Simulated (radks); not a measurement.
Values are calculated unless marked as measured or tabulated.
Charge is removed step by step from the 6s1/2 level of the lutetium ion Lu+, starting from [Xe] 4f14 6s2. Level of theory: Dirac Kohn-Sham, PBE, spin-unpolarised, spherical densities, finite nucleus; Fermi nuclear charge, rms radius 5.37 fm (a radial shooting solver on a logarithmic mesh with Libxc functionals).

| removed (e) | E - E(0) (eV) | eigenvalue (eV) | E minus straight line (eV) |
|---|---|---|---|
| 0 | 0.000 | -11.044 | 0.000 |
| 0.25 | 2.959 | -12.629 | -0.608 |
| 0.5 | 6.317 | -14.246 | -0.816 |
| 0.75 | 10.084 | -15.894 | -0.616 |
| 1 | 14.267 | -17.574 | 0.000 |

Removing the whole electron costs 14.267 eV by Delta-SCF, against 11.044 eV from minus the eigenvalue at the starting occupation. Slater's transition state (half an electron removed) gives 14.246 eV. Integrating minus the eigenvalue over the occupation (Janak's theorem) gives 14.267 eV. The mean slope of the eigenvalue, de/dn, is 6.53 eV per electron. Ionisation energy of Lu+ in the NIST Atomic Spectra Database: 14.13 eV (semi-empirical).

Beside tabulated values, note that spin-unpolarised runs miss the spin-polarisation part of the exchange energy of open shells.
